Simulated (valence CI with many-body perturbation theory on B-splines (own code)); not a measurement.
## W XLII: calculated level list

Method: relativistic CI+MBPT: five valence electrons over a frozen Dirac-Fock core [Ar] 3d10, radial functions for each j: 11 s, 11 p, 10 d, 8 f, 5 g, 2 h, with the one-electron correlation potential Σ1 (screened to all orders), the two-electron term Σ2, the three-electron term Σ3, Breit, model QED; selected single and double excitations, second order for the rest, scaled by the run's own slope (own B-spline code, finite nucleus).

The last digits are not significant, and no measured levels were compared; by estimate large intervals hold to a few tenths of a per cent, small ones and those within an open d or f shell to about a per cent. Among the levels kept, up to 2100 cm⁻¹ of a level comes from second order outside the variational space, and about a tenth of that is noise between levels of different J, which matters for small intervals.

Levels 91 to 135 of 179, with energies above the lowest level, (4s^2 4p1/2^2 4p3/2) J=3/2. "Leading %" is the weight of the configuration and term that name the level; weights of strongly mixed levels are sums over their largest components and can fall short. In the jj column 3d3/2^4 stands for four electrons in 3d with j = 3/2.

```tsv
No.	Configuration	Term	J	E (Ry)	Leading %	g	Second component	Leading jj
91	4s2 4p2 4f	2P°	3/2	33.087	20	1.283	15 % 4s2 4p2 4f 4D°	4s^2 4p1/2 4d5/2^2 (30 %)
92	4s2 4p2 4f	2F°	7/2	33.120	26	1.133	17 % 4s2 4p2 4f 2G°	4s^2 4p1/2 4p3/2 4f7/2 (73 %)
93	4s2 4p2 4f	2D°	5/2	33.219	24	1.180	9 % 4s2 4p2 4f 4D°	4s^2 4p1/2 4p3/2 4f7/2 (43 %)
94	4s 4p3 4d	4D°	1/2	33.295	23	0.518	21 % 4s 4p3 4d 2P°	4s 4p1/2 4p3/2^2 4d3/2 (48 %)
95	4s 4p3 4d	4D°	7/2	33.427	14	1.233	12 % 4s2 4p 4d2 4D°	4s 4p1/2 4p3/2^2 4d5/2 (34 %)
96	4s 4p3 4d	4P°	3/2	33.452	26	1.489	10 % 4s2 4p 4d2 2P°	4s 4p1/2 4p3/2^2 4d3/2 (55 %)
97	4s 4p3 4d	4P°	5/2	33.461	25	1.185	10 % 4s2 4p 4d2 2F°	4s 4p1/2 4p3/2^2 4d3/2 (49 %)
98	4s2 4p2 4f	4F°	9/2	33.497	28	1.257	26 % 4s2 4p2 4f 4G°	4s^2 4p1/2 4p3/2 4f7/2 (62 %)
99	4s2 4p2 4f	2H°	9/2	33.604	24	1.096	12 % 4s2 4p2 4f 2G°	4s^2 4p1/2 4p3/2 4f5/2 (49 %)
100	4s2 4p2 4f	4G°	7/2	33.675	20	1.038	14 % 4s 4p3 4d 4G°	4s 4p1/2 4p3/2^2 4d3/2 (40 %)
101	4s 4p3 4d	2D°	3/2	33.710	14	0.957	14 % 4s2 4p2 4f 2D°	4s 4p1/2 4p3/2^2 4d3/2 (51 %)
102	4s 4p3 4d	2G°	9/2	33.757	34	1.153	20 % 4s2 4p2 4f 2G°	4s 4p1/2 4p3/2^2 4d5/2 (42 %)
103	4s 4p3 4d	4P°	1/2	33.768	42	2.051	38 % 4s 4p3 4d 2S°	4s 4p1/2 4p3/2^2 4d5/2 (77 %)
104	4s 4p3 4d	4G°	5/2	33.825	16	0.930	12 % 4s2 4p2 4f 4G°	4s 4p1/2 4p3/2^2 4d3/2 (59 %)
105	4s 4p3 4d	4G°	11/2	33.855	46	1.203	34 % 4s2 4p2 4f 2H°	4s^2 4p1/2 4p3/2 4f7/2 (49 %)
106	4s2 4p2 4f	4F°	3/2	33.858	19	0.890	11 % 4s2 4p2 4f 2D°	4s 4p1/2 4p3/2^2 4d3/2 (41 %)
107	4s 4p3 4d	4D°	5/2	34.051	27	1.277	21 % 4s 4p3 4d 4P°	4s 4p1/2 4p3/2^2 4d5/2 (75 %)
108	4s 4p3 4d	2P°	1/2	34.171	40	0.944	14 % 4s 4p3 4d 2S°	4s 4p1/2 4p3/2^2 4d3/2 (66 %)
109	4s 4p3 4d	2G°	7/2	34.231	21	1.183	10 % 4s2 4p 4d2 4D°	4s 4p1/2 4p3/2^2 4d3/2 (36 %)
110	4s2 4p2 4f	2F°	5/2	34.239	22	1.094	9 % 4s 4p3 4d 4D°	4s^2 4p1/2 4p3/2 4f7/2 (43 %)
111	4s 4p3 4d	2D°	3/2	34.313	27	1.237	23 % 4s 4p3 4d 2P°	4s 4p1/2 4p3/2^2 4d5/2 (79 %)
112	4s 4p3 4d	2F°	7/2	34.365	43	1.104	9 % 4s2 4p 4d2 2F°	4s 4p1/2 4p3/2^2 4d5/2 (49 %)
113	4s2 4p 4d2	4P°	3/2	34.418	10	1.331	10 % 4s2 4p2 4f 2D°	4s 4p1/2 4p3/2^2 4d3/2 (27 %)
114	4s 4p3 4d	4D°	7/2	34.438	26	1.168	18 % 4s 4p3 4d 2G°	4s 4p1/2 4p3/2^2 4d5/2 (71 %)
115	4s2 4p 4d2	4G°	9/2	34.456	17	1.099	15 % 4s2 4p2 4f 2H°	4s^2 4p1/2 4d5/2^2 (35 %)
116	4s 4p3 4d	2D°	5/2	34.479	28	1.225	16 % 4s 4p3 4d 4D°	4s 4p1/2 4p3/2^2 4d5/2 (75 %)
117	4s 4p3 4d	2D°	5/2	34.792	22	1.115	15 % 4s 4p3 4d 4D°	4s 4p1/2 4p3/2^2 4d3/2 (58 %)
118	4s 4p3 4d	4D°	1/2	34.815	31	0.676	12 % 4s2 4p2 4f 2P°	4s 4p1/2 4p3/2^2 4d3/2 (65 %)
119	4s 4p3 4d	2P°	3/2	34.839	18	1.049	12 % 4s 4p3 4d 2D°	4s 4p1/2 4p3/2^2 4d3/2 (58 %)
120	4s2 4p 4d2	2P°	1/2	34.871	49	0.713	13 % 4s2 4p 4d2 4D°	4s^2 4p1/2 4d5/2^2 (63 %)
121	4s 4p3 4d	2F°	7/2	34.918	38	1.220	18 % 4s 4p3 4d 4F°	4s 4p1/2 4p3/2^2 4d5/2 (83 %)
122	4s 4p3 4d	2G°	9/2	35.043	57	1.108	14 % 4s2 4p 4d2 2H°	4s 4p1/2 4p3/2^2 4d5/2 (70 %)
123	4s 4p3 4d	4D°	3/2	35.058	22	1.245	15 % 4s 4p3 4d 2P°	4s 4p1/2 4p3/2^2 4d5/2 (67 %)
124	4s 4p3 4d	2F°	5/2	35.174	46	1.010	13 % 4s 4p3 4d 2D°	4s 4p1/2 4p3/2^2 4d5/2 (81 %)
125	4s 4p3 4d	4D°	7/2	35.203	27	1.164	12 % 4s 4p3 4d 2F°	4s 4p1/2 4p3/2^2 4d5/2 (60 %)
126	4s 4p3 4d	2F°	5/2	35.267	19	1.123	14 % 4s 4p3 4d 2D°	4s 4p1/2 4p3/2^2 4d5/2 (68 %)
127	4s 4p3 4d	2P°	3/2	35.398	38	1.050	28 % 4s 4p3 4d 2D°	4s 4p1/2 4p3/2^2 4d5/2 (76 %)
128	4s 4p3 4d	2F°	7/2	35.674	32	1.154	13 % 4s 4p3 4d 2G°	4s 4p1/2 4p3/2^2 4d5/2 (67 %)
129	4s 4p3 4d	2D°	5/2	35.761	34	1.227	13 % 4s 4p3 4d 4P°	4s 4p1/2 4p3/2^2 4d5/2 (72 %)
130	4s 4p3 4d	2S°	1/2	35.853	34	1.082	23 % 4s 4p3 4d 2P°	4s 4p1/2 4p3/2^2 4d5/2 (81 %)
131	4s 4p3 4d	2D°	3/2	35.910	32	1.131	10 % 4s 4p3 4d 2P°	4s 4p1/2 4p3/2^2 4d5/2 (77 %)
132	4s 4p3 4d	2F°	5/2	36.287	33	1.035	20 % 4s 4p3 4d 2D°	4s 4p1/2 4p3/2^2 4d5/2 (78 %)
133	4s 4p2 4d2	4F	3/2	36.288	39	0.408	36 % 4s 4p2 4d2 6G	4s 4p1/2^2 4d3/2^2 (92 %)
134	4s 4p3 4d	2D°	3/2	36.541	28	1.092	25 % 4s 4p3 4d 2P°	4s 4p1/2 4p3/2^2 4d5/2 (71 %)
135	4s 4p2 4d2	4F	5/2	36.623	25	1.079	19 % 4s 4p2 4d2 6G	4s 4p1/2^2 4d3/2^2 (86 %)
```

Where two levels of one J and parity lie close, their mixing, g and order are uncertain.
